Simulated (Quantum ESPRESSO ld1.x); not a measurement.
Results of a calculation; reference values are marked as such.
Task: Species: Au II. Configuration: [Xe] 4f14 5d10. Code: ld1.x of Quantum ESPRESSO 7.5. Model: non-relativistic Kohn-Sham, LDA (Slater exchange, VWN5 correlation), spin-polarised, spherical densities, point nucleus; relativity is left out, which matters for an element this heavy. Some entries of the table are withheld. Estimate them.

| orbital | occ. | eigenvalue (eV) | <r> (bohr) |
|---|---|---|---|
| 1s | 2 | (1) | 0.01917 |
| 2s | 2 | (2) | 0.08076 |
| 2p | 6 | (3) | (4) |
| 3s | 2 | -2860.24 | 0.2039 |
| 3p | 6 | -2639.35 | 0.1942 |
| 3d | 10 | -2225.86 | 0.1696 |
| 4s | 2 | -608.611 | 0.4492 |
| 4p | 6 | -513.379 | 0.4532 |
| 4d | 10 | -337.950 | (5) |
| 4f | 14 | -102.710 | 0.4869 |
| 5s | 2 | -92.6167 | 1.027 |
| 5p | 6 | -62.3919 | 1.119 |
| 5d | 10 | (6) | 1.549 |

Result: 
(1) 1s eigenvalue (eV): -73029.8
(2) 2s eigenvalue (eV): -12195.5
(3) 2p eigenvalue (eV): -11728.4
(4) 2p <r> (bohr): 0.06823
(5) 4d <r> (bohr): 0.4612
(6) 5d eigenvalue (eV): -16.1206
